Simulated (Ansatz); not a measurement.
Reaction (silylene formation by 1,1-elimination): `CO[SiH2]N[SiH2]F` → `N[SiH2]F` + `CO[SiH]`

Calculated with Ansatz (gas phase, PBE0-D4/def2-TZVP geometries, no zero-point term in ΔE). CCSD(T)/CBS is the MP2 limit (def2-TZVPP, def2-QZVPP) plus CCSD(T) − MP2 in def2-TZVPP, frozen cores. Functionals use def2-TZVPP. B3LYP here is the variant with VWN-RPA as its local correlation; programs differ in this. One conformer a species, not always the lowest.

Problem. Is it downhill or uphill in electronic energy at CCSD(T)/CBS, and by how much? (Best estimate.)

Solution. Ansatz gave: Uphill: ΔE = +60.0 kcal/mol.

Problem. What do these levels give: r2SCAN-D4, PBE0-D4, ωB97X-V, ωB97M-V, PBE0, B3LYP, MP2/def2-TZVPP, CCSD/def2-TZVPP, CCSD(T)/def2-TZVPP, SCS-MP2/def2-QZVPP, HF/CBS(def2), MP2/CBS(def2)? (Estimate.)

Solution. Computed: r2SCAN-D4 62.6, PBE0-D4 60.3, ωB97X-V 61.3, ωB97M-V 57.7, PBE0 58.2, B3LYP 53.7, MP2/def2-TZVPP 62.7, CCSD/def2-TZVPP 58.6, CCSD(T)/def2-TZVPP 58.7, SCS-MP2/def2-QZVPP 61.6, HF/CBS(def2) 59.9, MP2/CBS(def2) 64.0 kcal/mol.

Largest T1 diagnostic among the species: 0.015.

The D4 term adds +3.7 kcal/mol with B3LYP and +2.1 kcal/mol with PBE0; it sums over pairs of atoms, weighted by their polarisabilities, and B3LYP, whose exchange is more repulsive, gets the larger term. From PBE to PBE0 (25 % exact exchange), in def2-TZVPP and without D4, ΔE moves by +4.7 kcal/mol.
